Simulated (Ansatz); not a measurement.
`OC(F)S[SiH3]` + H₂ → `FCS[SiH3]` + H₂O at 400 K and 1 bar (hydrogenolysis of a C–O bond).

Program: Ansatz. Geometries: PBE0-D4/def2-TZVP. ΔE: electronic, gas phase. CCSD(T)/CBS adds triple-zeta CCSD(T) − MP2 to the extrapolated MP2 energy (def2 sets, frozen cores). This one scheme is used for every species. One conformer a species, not always the lowest.

```
       species  CCSD(T)/CBS energy (Eh)  H − E (kJ/mol)  S (J/(mol·K))
`OC(F)S[SiH3]`               -902.88754           195.7          383.9
            H₂                 -1.17544            38.0          139.0
   `FCS[SiH3]`               -827.70796           178.6          360.4
           H₂O                -76.37941            69.8          198.6
```

H − E and S are ideal-gas, rigid-rotor, harmonic terms from PBE0-D4/def2-TZVP, for one conformer and one mirror image of each species. The MP2-based limit puts H₂ 0.8 mEh under its directly extrapolated value; such offsets cancel only in part. 1 Eh = 2625.50 kJ/mol, R = 8.31446 J/(mol·K).

Question: By hand: ΔE, ΔH, ΔS and ΔG.

Answer: ΔE = (-827.70796) + (-76.37941) − (-902.88754) − (-1.17544) = -0.02439 Eh = -64.0 kJ/mol. Δ(H − E) = 178.6 + 69.8 − 195.7 − 38.0 = 14.7, so ΔH = -49.3 kJ/mol. ΔS = 360.4 + 198.6 − 383.9 − 139.0 = 36.1 J/(mol·K). ΔG = -49.3 − 400 × (36.1)/1000 = -63.7 kJ/mol.

Question: By hand: the equilibrium constant, and the temperature at which ΔG would vanish if ΔH and ΔS stayed fixed.

Answer: log₁₀ K = −ΔG/(RT ln 10) = 8.3. ΔH and −TΔS have one sign here, so there is no such temperature.

ΔH outweighs TΔS. A doubt of 5 kJ/mol in ΔE shifts log₁₀ K by 0.7 here. Other conformers and mirror images would add mixing entropy, several J/(mol·K) or more a flexible species. Modes under 60 cm⁻¹, often nearly free rotors, make the harmonic entropy too high. These are equilibria of isolated gas molecules and say nothing of rates. Largest T1 diagnostic: 0.012 (customary marks: 0.02 for closed shells, 0.045 for open ones).
